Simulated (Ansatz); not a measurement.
C$_{2}$H$_{10}$BNSi, singlet, at a GFN2-xTB geometry; SC-NEVPT2/6-31G, CASSCF(2,4) (Ansatz, a quantum-chemistry and plane-wave program).

Ansatz was given this input:
Ansatz 0.2 input:
```yaml
crystal:
  periodic: [false, false, false]
  atoms:
    - {symbol: Si, position_ang: [0.92940338, -0.66658501, -0.18125351]}
    - {symbol: N, position_ang: [2.00086958, 0.65828137, -0.51251799]}
    - {symbol: B, position_ang: [-0.87043936, 0.02384502, 0.19287800]}
    - {symbol: C, position_ang: [-2.08885083, -0.97109571, 0.27510589]}
    - {symbol: C, position_ang: [-1.13864756, 1.56218913, 0.40659142]}
    - {symbol: H, position_ang: [1.07694157, -1.48671074, -1.39821587]}
    - {symbol: H, position_ang: [1.45033890, -1.54699022, 0.90018641]}
    - {symbol: H, position_ang: [2.95162353, 0.45006221, -0.77188997]}
    - {symbol: H, position_ang: [1.99656839, 1.44666251, 0.11439167]}
    - {symbol: H, position_ang: [-2.93288473, -0.60284583, 0.85716156]}
    - {symbol: H, position_ang: [-1.82799629, -1.96222224, 0.64254899]}
    - {symbol: H, position_ang: [-2.45997325, -1.11785425, -0.74201798]}
    - {symbol: H, position_ang: [-2.18644341, 1.85272099, 0.34230963]}
    - {symbol: H, position_ang: [-0.57031828, 2.18697141, -0.28109855]}
    - {symbol: H, position_ang: [-0.79840353, 1.83864114, 1.40722527]}
basis:
  gaussian:
    orbitals: 6-31G
magnetization: {spin_polarized: false}
correlation: {method: sc_nevpt2, electrons: all, active_space: {window: {electrons: 2, orbitals: 4}}}
```

It wrote (shortened):

```
Functional definition: HF
972 factors; integrals over basis functions are off by at most 2.3e-4 eV
mean field evaluation 1: about -12228.2905 eV, gradient 3.7e1 eV
mean field evaluation 2: about -12228.2854 eV, gradient 3.7e1 eV
mean field evaluation 4: about -12231.8077 eV, gradient 3.3e0 eV
mean field evaluation 8: about -12231.8464 eV, gradient 1.7e-4 eV
mean field -12231.84636390 eV, -449.5120628301 hartree, gradient 9.8e-7 eV, S^2 0.000000; 0 other end points of the search recorded, 0 dependent functions left out
reference -12231.84636390 eV, -449.5120628301 hartree; 24, 24 occupied and 45, 45 virtual orbitals, 972 factors
state -12232.40933161 eV, -449.5327515117 hartree
state -12232.40933161 eV, -449.5327515117 hartree; corrected -12242.91884545 eV, -449.9189690218 hartree
state -12232.31853559 eV, -449.5294148197 hartree
state -12232.31853559 eV, -449.5294148197 hartree; corrected -12242.91298026 eV, -449.9187534800 hartree
state -12232.40933161 eV, -449.5327515117 hartree; corrected -12242.91884545 eV, -449.9189690218 hartree
Total energy: -12242.91884545 eV, -449.9189690218 hartree
```
